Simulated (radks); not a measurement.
Sr3+, 35 electrons, occupied as [Ar] 3d10 4s1 4p6 (not the ground configuration). All-electron calculation, Dirac Kohn-Sham, BLYP, spin-unpolarised, spherical densities, finite nucleus; Fermi nuclear charge, rms radius 4.224 fm. Program: a radial shooting solver on a logarithmic mesh with Libxc functionals.

Normalised radial functions P(r) = r R(r) (large component), r in bohr:

r,3p1/2
0.003731,0.0130
0.004858,0.0200
0.006326,0.0307
0.008171,0.0468
0.01064,0.0722
0.01374,0.1092
0.0179,0.1652
0.0233,0.2451
0.0301,0.3500
0.0392,0.4862
0.05063,0.6351
0.06593,0.7761
0.08585,0.8484
0.1109,0.7780
0.1444,0.4867
0.1865,-0.0247
0.2429,-0.6925
0.3163,-1.2832
0.4086,-1.5480
0.532,-1.4037
0.6872,-0.9811
0.8948,-0.5070
1.165,-0.1865
1.505,-0.0477
1.96,-0.0070
2.532,-0.0006
3.297,0.0000
4.293,0.0000

3p1/2: eigenvalue -294.62 eV, 1 radial node at r = 0.185 bohr, <r> = 0.491 bohr, 90 % of the charge inside 0.747 bohr.
